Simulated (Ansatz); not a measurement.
Geometry optimisation, Ansatz, RHF/def2-SVP.

input.yaml

```yaml
crystal:
  periodic: [false, false, false]
  atoms:
    - { symbol: Mg, position_ang: [-0.70416, 2.1021, -1.56868] }
    - { symbol: C, position_ang: [-0.74959, 0.09373, -0.8146] }
    - { symbol: C, position_ang: [0.18141, 0.05014, 0.16599] }
    - { symbol: Si, position_ang: [0.52057, -1.49548, 1.13656] }
    - { symbol: H, position_ang: [0.06023, 3.47275, -1.32233] }
    - { symbol: H, position_ang: [-1.28963, -0.83689, -0.99899] }
    - { symbol: H, position_ang: [0.75713, 0.95805, 0.39707] }
    - { symbol: H, position_ang: [1.49823, -1.67083, 2.20469] }
    - { symbol: H, position_ang: [-0.27419, -2.67356, 0.80029] }
total_charge: 1
basis:
  gaussian: { orbitals: def2-SVP }
hamiltonian:
  xc: hf
relax:
  f_tol: 0.015
  max_steps: 40
```

Command:

```bash
$ ansatz run input.yaml --threads 1 --pin off --max-ram 2048MiB --backend cpu --events-out ev --progress --plain --runs-dir out
```

**Question.** Where does it end, and by what steps?

**Answer.** The forces met the threshold. Limits of this set-up: the dipole of an ion depends on the origin. After 9 steps the energy has fallen by 0.357 eV; H5 moved furthest, 1.23 Å.

```csv
step,energy less start (eV),largest force component (eV/Å),accepted
0,0.0000,1.363,yes
1,-0.1832,0.615,yes
2,-0.2386,0.232,yes
3,-0.2727,0.241,yes
4,-0.2942,0.333,yes
5,-0.3355,0.176,yes
6,-0.3490,0.086,yes
7,-0.3561,0.066,yes
8,-0.3564,0.121,yes
9,-0.3569,0.013,yes
```

```xyz
9
Properties=species:S:1:pos:R:3
Mg -0.608 2.249 -1.530
C -0.438 0.291 -0.560
C 0.425 -0.026 0.453
Si 0.441 -1.676 1.121
H -0.708 3.761 -2.243
H -1.078 -0.532 -0.887
H 1.110 0.713 0.862
H 1.329 -2.101 2.204
H -0.474 -2.680 0.579
```

The run took 17 s on 1 CPU thread of a shared host.
